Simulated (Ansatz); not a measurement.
C24H20Si⁺, that is tetraphenylsilane with one electron fewer. Total charge 1; doublet. Geometry PBE-D4/def2-SVP, that of the neutral singlet; atoms count from 1.

```xyz
45

C     2.546   -3.569    1.763
C     2.237   -3.546    0.394
C     1.489   -2.484   -0.141
C     1.039   -1.427    0.679
Si    0.000    0.001   -0.001
C    -1.826   -0.266    0.421
C    -2.238   -1.152    1.440
C    -3.597   -1.314    1.751
C    -4.571   -0.588    1.048
C    -4.181    0.297    0.029
C    -2.822    0.452   -0.282
C     0.619    1.609    0.781
C     2.009    1.834    0.917
C     2.498    3.028    1.467
C     1.603    4.020    1.900
C     0.220    3.812    1.778
C    -0.266    2.617    1.223
C     0.167    0.086   -1.884
C     1.014    1.020   -2.520
C     1.141    1.047   -3.918
C     0.422    0.135   -4.707
C    -0.427   -0.800   -4.094
C    -0.554   -0.820   -2.696
C     1.366   -1.464    2.055
C     2.109   -2.526    2.594
H     3.135   -4.400    2.182
H     2.584   -4.358   -0.264
H     1.259   -2.475   -1.219
H    -1.484   -1.734    1.995
H    -3.899   -2.014    2.545
H    -5.638   -0.716    1.289
H    -4.941    0.865   -0.530
H    -2.531    1.139   -1.093
H     2.723    1.058    0.595
H     3.584    3.184    1.565
H     1.985    4.955    2.339
H    -0.486    4.584    2.122
H    -1.354    2.464    1.139
H     1.579    1.746   -1.912
H     1.803    1.787   -4.394
H     0.519    0.157   -5.804
H    -0.998   -1.514   -4.708
H    -1.235   -1.551   -2.229
H     1.042   -0.644    2.717
H     2.353   -2.536    3.668
```

Single mean-field runs in def2-TZVP are fitted with def2-universal-jkfit.

(1) Estimate the Mulliken populations of the heavy atoms from the PBE0/def2-TZVP orbitals of Ansatz.

(2) Where does the spin sit?

(3) And the Mayer bond orders between heavy atoms (over 0.3)?

Results:

(1) 
| atom | charge (e) | spin (α − β) |
| --- | --- | --- |
| C1 | -0.06 | 0.11 |
| C2 | -0.13 | 0.03 |
| C3 | -0.17 | -0.02 |
| C4 | 0.05 | 0.11 |
| Si5 | 0.28 | -0.02 |
| C6 | 0.05 | 0.12 |
| C7 | -0.17 | -0.03 |
| C8 | -0.13 | 0.06 |
| C9 | -0.07 | 0.07 |
| C10 | -0.12 | -0.03 |
| C11 | -0.17 | 0.06 |
| C12 | 0.05 | 0.11 |
| C13 | -0.17 | 0.05 |
| C14 | -0.12 | -0.03 |
| C15 | -0.06 | 0.11 |
| C16 | -0.13 | 0.03 |
| C17 | -0.17 | -0.02 |
| C18 | 0.05 | 0.12 |
| C19 | -0.17 | -0.03 |
| C20 | -0.13 | 0.06 |
| C21 | -0.07 | 0.07 |
| C22 | -0.12 | -0.03 |
| C23 | -0.17 | 0.06 |
| C24 | -0.17 | 0.05 |
| C25 | -0.12 | -0.03 |
Mulliken values depend strongly on the basis.

(2) Summed by element: C 1.04, Si -0.02, H -0.02, of 1 unpaired in all. Largest on single atoms: C6 0.12, C18 0.12, C1 0.11.

(3) C1–C2 1.35 (1.40 Å); C1–C25 1.39 (1.40 Å); C2–C3 1.45 (1.40 Å); C3–C4 1.33 (1.41 Å); C4–Si5 1.00 (1.89 Å); C4–C24 1.22 (1.41 Å); Si5–C6 0.97 (1.89 Å); Si5–C12 1.00 (1.89 Å); Si5–C18 0.97 (1.89 Å); C6–C7 1.35 (1.41 Å); C6–C11 1.23 (1.41 Å); C7–C8 1.43 (1.40 Å); C8–C9 1.35 (1.40 Å); C9–C10 1.41 (1.40 Å); C10–C11 1.41 (1.40 Å); C12–C13 1.22 (1.41 Å); C12–C17 1.33 (1.41 Å); C13–C14 1.43 (1.40 Å); C14–C15 1.39 (1.40 Å); C15–C16 1.35 (1.40 Å); C16–C17 1.45 (1.40 Å); C18–C19 1.35 (1.41 Å); C18–C23 1.23 (1.41 Å); C19–C20 1.43 (1.40 Å); C20–C21 1.35 (1.40 Å); C21–C22 1.41 (1.40 Å); C22–C23 1.41 (1.40 Å); C24–C25 1.43 (1.40 Å).
